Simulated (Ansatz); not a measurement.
C2H3BFN (`FB1C=NC1`). Total charge 0; spin multiplicity 1. All single points use the PBE0-D4/def2-TZVP geometry.

```xyz
8

F     1.332   -0.937    1.448
B     0.659   -0.388    0.464
C    -0.018   -0.898   -0.838
N    -0.882    0.059   -0.781
C    -0.244    0.897    0.301
H    -0.095   -1.715   -1.551
H    -0.945    1.186    1.088
H     0.193    1.797   -0.132
```

Task: What is the dipole moment at r2SCAN/def2-TZVPP? (Best estimate.)

Result: Computed: 0.71 D, with components (0.71, 0.07, -0.06) D in this frame, pointing from negative to positive charge.

Task: And with PBE, B3LYP, ωB97M-V? (An estimate is asked.)

Result: Computed: PBE 0.67 D, B3LYP 0.77 D, ωB97M-V 0.82 D.

Task: Give the Mulliken charges with r2SCAN, ωB97M-V, B3LYP in def2-TZVPP. (Best estimate.)

Result: The calculation gave: 
```
atom  r2SCAN  ωB97M-V  B3LYP
  F1   -0.26    -0.24  -0.24
  B2    0.35     0.27   0.31
  C3   -0.03    -0.04  -0.08
  N4   -0.19    -0.17  -0.16
  C5   -0.07    -0.19  -0.16
  H6    0.06     0.12   0.12
  H7    0.06     0.12   0.10
  H8    0.07     0.12   0.11
```

B3LYP here is the variant with VWN-RPA as its local correlation; programs differ in this.
